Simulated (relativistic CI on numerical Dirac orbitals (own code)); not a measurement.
# Sensitivity of the levels of Rb III to α and to the nuclear radius

Method of calculation: Dirac-Coulomb-Breit CI, KLI orbitals optimised for each configuration, valence Slater integrals scaled by 0.85, P86 correlation energy added to each configuration, derivatives by finite differences, QED left out (own radial code, finite nucleus).

Configuration list (outside the closed core [Ar] 3d10): 4s2 4p5, 4s 4p6, 4s2 4p4 4d, 4s2 4p4 4f, 4s2 4p4 5s, 4s 4p5 4d, 4s2 4p4 5p. Double excitations out of closed p, d and f shells are left out; levels of such configurations are missing from the list, as are those of other unlisted configurations, and high levels can miss mixing partners.

With x = (α/α₀)² − 1 an excitation energy changes as ω = ω₀ + qx; K = 2q/ω₀ is the relative enhancement. Terms are leading LS components, so labels can repeat. The field-shift factor is F = δν/δ⟨r²⟩ for the transition from the lowest level.

Lowest level 4s2 4p5 2P°_3/2.

```
            Level  ω₀ (cm⁻¹)  q (cm⁻¹)        K  F (GHz/fm²)
  4s2 4p5 2P°_1/2     7307.0      7643     2.09      -0.0576
    4s 4p6 2S_1/2   136245.8      9803    0.144        -5.85
4s2 4p4 4d 4D_7/2   158228.6      2446   0.0309        0.863
4s2 4p4 4d 4D_5/2   158440.0      2313   0.0292        0.862
4s2 4p4 4d 4D_3/2   159178.1      2934   0.0369        0.857
4s2 4p4 4d 4D_1/2   160070.2      4080    0.051        0.845
4s2 4p4 4d 4F_9/2   165978.9     621.7  0.00749        0.919
4s2 4p4 4d 4F_7/2   168814.1      3177   0.0376        0.894
4s2 4p4 4d 2P_1/2   170421.8      2742   0.0322         1.01
4s2 4p4 4d 4F_5/2   171030.4      6141   0.0718          0.9
4s2 4p4 5s 4P_5/2   171347.5     -1154  -0.0135         2.69
4s2 4p4 4d 4P_3/2   171655.3      2113   0.0246         1.54
4s2 4p4 4d 4P_1/2   171883.8      2746   0.0319         1.13
4s2 4p4 4d 4F_3/2   172000.0      6473   0.0753        0.938
4s2 4p4 4d 2D_3/2   174616.4      3980   0.0456         1.04
4s2 4p4 4d 2F_7/2   175094.2      2787   0.0318         0.93
4s2 4p4 4d 2P_3/2   175844.3      4872   0.0554         1.45
4s2 4p4 4d 4P_5/2   177166.6      3154   0.0356         1.26
4s2 4p4 5s 4P_3/2   177433.0     188.5  0.00212         2.21
4s2 4p4 4d 2D_5/2   178394.4      5929   0.0665         1.06
4s2 4p4 5s 4P_1/2   180269.8      3153    0.035         2.72
4s2 4p4 4d 2F_5/2   181146.2      7903   0.0873        0.964
4s2 4p4 5s 2P_3/2   181553.0      3398   0.0374         2.49
```

For a near-neutral ion this model can misplace configurations by up to about 10,000 cm⁻¹ (more where the count of f electrons changes) and terms by 10 to 25 % of their spread. Rates follow the energies as ν³ (E1, M1) or ν⁵ (E2), so they and the lifetimes can be off by large factors. The fine structure of a lone outer electron comes out too small, for d and f at times inverted, and misplaced configurations move strength between like terms.
